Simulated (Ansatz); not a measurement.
C₂H₆ClGeO (`C[O][Ge]([CH3])[Cl]`) radical, relaxed with UKS PBE0-D4/def2-TZVP in Ansatz from a GFN2-xTB geometry. The force threshold is 0.005 eV/Å; the program also tests the step.

Total charge 0; spin multiplicity 2.

Start:

```xyz
11

C     0.592   -0.504   -1.941
O     0.228    0.273   -0.838
Ge   -1.200    0.252    0.265
C    -0.178    0.926    1.962
Cl   -1.539   -1.899    0.578
H     0.298   -0.010   -2.872
H     0.146   -1.502   -1.903
H     1.681   -0.606   -1.929
H     0.514    0.134    2.224
H    -0.890    1.103    2.758
H     0.348    1.833    1.695
```

**Question.** How much energy does the relaxation release, and in how many steps? (Estimate.)

**Answer.** The calculation gave: 0.21 eV, in 15 steps, 2 of them rejected.

**Question.** Which bonds change most? (Estimate.)

**Answer.** Computed: Ge3–C4 from 2.092 to 1.959 Å; O2–Ge3 from 1.805 to 1.776 Å; Ge3–Cl5 from 2.200 to 2.186 Å; C1–O2 from 1.398 to 1.410 Å.

**Question.** Give the relaxed structure. (An estimate is asked.)

**Answer.** Computed: 
```xyz
11

C     0.600   -0.551   -1.964
O     0.560    0.188   -0.764
Ge   -0.892    0.295    0.252
C    -0.225    0.932    1.980
Cl   -1.639   -1.744    0.502
H     0.037   -0.053   -2.761
H     0.205   -1.564   -1.834
H     1.645   -0.621   -2.274
H     0.530    0.220    2.318
H    -1.043    0.981    2.696
H     0.222    1.917    1.850
```
